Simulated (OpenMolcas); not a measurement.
## S⁴⁺: effect of the active space

```yaml
Program: OpenMolcas
Method: CASSCF
Basis: ANO-RCC-VDZP
Scalar_Hamiltonian: DKH2, point nucleus
Spin-orbit_coupling: RASSI with atomic mean-field integrals over the reference wave functions, term energies averaged over their components
```

A. 2 electrons in 4 orbitals (3s 3p); 2S+1 = 3 even, 3 roots; 2S+1 = 1 even, 7 roots; 2S+1 = 3 odd, 3 roots; 2S+1 = 1 odd, 3 roots; cost roughly 11 core-seconds
B. 2 electrons in 8 orbitals (3s 3p 4s 4p); 2S+1 = 1 even, 7 roots; 2S+1 = 3 even, 3 roots kept (CI in the orbitals of an earlier block); 2S+1 = 1 odd, 3 roots; 2S+1 = 3 odd, 3 roots kept (CI in the orbitals of an earlier block); cost of the order of 20 core-seconds

Energies in cm-1 above 3s2 1S0, the measured ground level; measured values from NIST levels in Podobedova, Kelleher and Wiese, J. Phys. Chem. Ref. Data 38, 171 (2009); Martin, Zalubas and Musgrove, J. Phys. Chem. Ref. Data 19, 821 (1990).

```tsv
Level	A	B	Measured
3s2 1S0	0.0	0.0	0.0
3s 3p 3P* 0	85742	86070	83024
3s 3p 3P* 1	86005	86334	83394
3s 3p 3P* 2	86538	86869	84155
3s 3p 1P* 1	141286	141542	127151
3p2 3P0	207324	207643	199967
3p2 3P1	207598	207918	200371
3p2 3P2	208112	208436	201146
3p2 1D2	222491	222792	193739
```

Deviations, from unrounded energies. A percentage is the sum of absolute deviations over the sum of measured energies, with the sign that they share, or ± where signs differ.

```
           Against measurement  Levels     A     B
mean absolute deviation (cm-1)       8  9000  9300
      other configurations (%)       8  +6.2  +6.4
```

A, B lie about equally close to measurement. The largest miss of A in the table is 3p2 1D2, by +29000 cm-1. The ranking rests on the paired levels alone, and a cruder setting can come out closer through cancelling errors.

Between A and B the level of the table that moves most is 3s 3p 3P* 2, by 330 cm-1 (lowest in A, highest in B).

The ¹D term of p² mixes with s d, which this space lacks. The basis is small and was not contracted for so high a charge. Terms from blocks run as CI alone lack orbitals of their own (holds for B). Active for correlation alone: 4p 4s; no level in the range computed is led by a configuration that fills them, so any true level of that kind is missing (holds for B). Computed and measured levels are paired by configuration, term and J; levels that our copy of the source lacks, or whose pairing is in doubt (as where it misses far off the trend of its configuration), stay unpaired and out of the deviations. Only configurations of the active space appear. Levels that lie high or do not pair safely by name in every column are left out.

* marks odd parity.
